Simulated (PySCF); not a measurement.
Isomers of C4H12OSi.

All values: CAM-B3LYP/def2-SVPD (PySCF) at PBE0-D3(BJ)/def2-SVP geometries, gas phase, one conformer each. Core orbitals are frozen in the response; Δα² is half the sum of the squared differences of the principal polarisabilities.

**Question.** Rank by HOMO–LUMO gap, lowest first.
A. `[CH3:1][CH2:2][CH2:3][SiH2:4][O:5][CH3:6]` with C1–C2–C3–Si4 -178°, C2–C3–Si4–O5 59°, C3–Si4–O5–C6 -177°
B. Si(OMe)Me3, `CO[Si](C)(C)C`
C. `[CH3:1][CH2:2][CH2:3][CH2:4][O:5][SiH3:6]` with C1–C2–C3–C4 177°, C2–C3–C4–O5 -62°, C3–C4–O5–Si6 172°

**Answer.** B (10.12 eV), C (10.59 eV), A (10.72 eV).

**Question.** Rank by mean static polarisability, highest first.
A. `[CH3:1][CH2:2][CH2:3][CH2:4][O:5][SiH3:6]` with C1–C2–C3–C4 177°, C2–C3–C4–O5 -62°, C3–C4–O5–Si6 172°
B. `[CH3:1][O:2][CH2:3][C@H:4]([CH3:5])[SiH3:6]` with C1–O2–C3–C4 179°, O2–C3–C4–C5 72°
C. `CO[Si](C)(C)C` (Si(OMe)Me3)

**Answer.** B (12.39 Å³), A (12.11 Å³), C (11.66 Å³).

All values together:

| SMILES | μ (D) | HOMO (eV) | LUMO (eV) | α (Å³) | Δα (Å³) | ΔSCF removal energy (eV) |
| --- | --- | --- | --- | --- | --- | --- |
| CCCCO[SiH3] | 0.95 | -9.45 | 1.14 | 12.11 | 2.84 | 10.24 |
| CCC[SiH2]OC | 0.34 | -9.38 | 1.34 | 12.09 | 3.18 | 10.22 |
| CO[Si](C)(C)C | 1.12 | -9.03 | 1.09 | 11.66 | 0.95 | – |
| COC[C@H](C)[SiH3] | 1.80 | -9.04 | 1.20 | 12.39 | 2.06 | 9.84 |

Conformers: `[CH3:1][CH2:2][CH2:3][CH2:4][O:5][SiH3:6]` with C1–C2–C3–C4 177°, C2–C3–C4–O5 -62°, C3–C4–O5–Si6 172°; `[CH3:1][CH2:2][CH2:3][SiH2:4][O:5][CH3:6]` with C1–C2–C3–Si4 -178°, C2–C3–Si4–O5 59°, C3–Si4–O5–C6 -177°; `[CH3:1][O:2][CH2:3][C@H:4]([CH3:5])[SiH3:6]` with C1–O2–C3–C4 179°, O2–C3–C4–C5 72°.

A dash marks a removal energy that wasn't run or isn't settled.
